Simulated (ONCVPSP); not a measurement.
## Logarithmic derivatives: In, ONCV

In (Z = 49), optimised norm-conserving Vanderbilt (ONCV), made with ONCVPSP 4.0.1 (PBEsol, scalar-relativistic). Core [Ar] 3d10, reference 4s2 4p6 4d10 5s2 (charge +1). Waves: 4s+5s: rc 1.65 bohr, ncon 4, nbas 7, qcut 9.7 1/bohr, 2 projectors; 4p: rc 1.45 bohr, ncon 3, nbas 7, qcut 11.2 1/bohr, 3 projectors, debl 0.4 Ha; 4d: rc 1.50 bohr, ncon 4, nbas 9, qcut 8.4 1/bohr, 1 projector. Local part: polynomial inside 1.20 bohr (lpopt 1, dvloc0 -1 Ha). Core correction: polynomial model core, fcfact 0.45.

In the p channel the program set the typed energies aside and used -3.143, 0.250, 0.650 Ha.

The phase is arctan(r·R′/R) of the radial function R(r), unwrapped; energies in Ha, scanned from -6 to 5 Ha. A pole is an energy at which the radial function vanishes at the test radius. The pseudo phase is shifted by a multiple of π to meet the all-electron one at the reference energy, and phase errors are pseudo minus all-electron; the curves can meet again beyond the range given. Levels narrower than the energy grid can be missing from the lists of poles.

**Question.** For each channel, where are the poles, and over which energies does the pseudopotential scatter like the atom?

**Answer.**

```
channel  radius (bohr)  reference energy (Ha)  poles, all-electron  poles, pseudo  unbroken range about the reference energy with phases within 0.05 rad  phase error 1 Ha above the reference energy (rad)
      s           1.67                  -0.55          -4.52, 4.44    -4.52, 4.41                                                        the whole range                                             -0.000
      p           1.47                  -3.14                -2.51          -2.51                                                        the whole range                                             -0.000
      d           1.52                  -0.96                 0.07           0.08                                                              below 2.5                                             +0.002
```

Phases in the s channel:

```
E (Ha)  all-electron  pseudo
 -5.96         1.262   1.262
 -5.68         1.224   1.224
 -5.40         1.155   1.155
 -5.12         0.959   0.959
 -4.84        -0.537  -0.536
 -4.56        -1.533  -1.533
 -4.28        -1.687  -1.687
 -4.00        -1.754  -1.754
 -3.72        -1.798  -1.798
 -3.44        -1.834  -1.834
 -3.16        -1.868  -1.868
 -2.88        -1.903  -1.903
 -2.60        -1.942  -1.942
 -2.32        -1.989  -1.989
 -2.04        -2.045  -2.045
 -1.76        -2.117  -2.117
 -1.48        -2.213  -2.213
 -1.20        -2.347  -2.347
 -0.92        -2.538  -2.538
 -0.64        -2.812  -2.812
 -0.36        -3.168  -3.168
 -0.08        -3.540  -3.540
  0.20        -3.844  -3.844
  0.48        -4.062  -4.062
  0.76        -4.212  -4.212
  1.04        -4.318  -4.318
  1.32        -4.396  -4.397
  1.60        -4.456  -4.456
  1.88        -4.503  -4.503
  2.16        -4.541  -4.541
  2.44        -4.572  -4.573
  2.72        -4.599  -4.600
  3.00        -4.623  -4.623
  3.28        -4.644  -4.644
  3.56        -4.662  -4.663
  3.84        -4.679  -4.680
  4.12        -4.695  -4.696
  4.40        -4.710  -4.712
  4.68        -4.725  -4.727
  4.96        -4.739  -4.741
```
